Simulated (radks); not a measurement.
Values are calculated unless marked as measured or tabulated.
Excited configurations of Sc: one electron is placed in a higher orbital outside [Ar] 3d1 4s1. The ground configuration is [Ar] 3d1 4s2. Code: a radial shooting solver on a logarithmic mesh with Libxc functionals. Model: non-relativistic Kohn-Sham, PBEsol, spin-polarised, spherical densities, point nucleus; open shells are filled with parallel spins first. Excitation = E - E(ground); binding = E(ion) - E, where the ion is the core of charge +1; n* = 1/sqrt(2 binding) in atomic units, and the quantum defect is n - n*.

\begin{tabular}{lrrrrrr}
outer orbital & excitation (eV) & binding (eV) & n* & quantum defect & eigenvalue (eV) & <r> (bohr) \\ \hline
4p & 1.875 & 4.497 & 1.739 & 2.261 & -2.356 & 4.602 \\
4d & 4.682 & 1.690 & 2.837 & 1.163 & -0.777 & 9.602 \\
4f & 5.417 & 0.955 & 3.774 & 0.226 & -0.462 & 16.63 \\
5s & 3.974 & 2.398 & 2.382 & 2.618 & -1.469 & 9.134 \\
5p & 4.559 & 1.813 & 2.739 & 2.261 & -1.070 & 11.34 \\
5d & 5.301 & 1.071 & 3.564 & 1.436 & -0.609 & 18.33 \\
6s & 5.073 & 1.299 & 3.236 & 2.764 & -0.816 & 17.33 \\
6p & 5.320 & 1.052 & 3.597 & 2.403 & -0.661 & 20.59 \\
7s & 5.548 & 0.824 & 4.063 & 2.937 & -0.542 & 27.78 \\
7p & 5.674 & 0.698 & 4.413 & 2.587 & -0.456 & 32.25 \\
7d & 5.863 & 0.509 & 5.172 & 1.828 & -0.337 & 43.23 \\
\end{tabular}

The Delta-SCF ionisation energy is 6.372 eV (NIST Atomic Spectra Database: 6.561 eV, measured). Self-interaction in the functional shifts the binding energies and quantum defects, so they are the method's values and not measured ones. Open shells are spherical and high-spin; term and fine-structure splittings are not resolved.
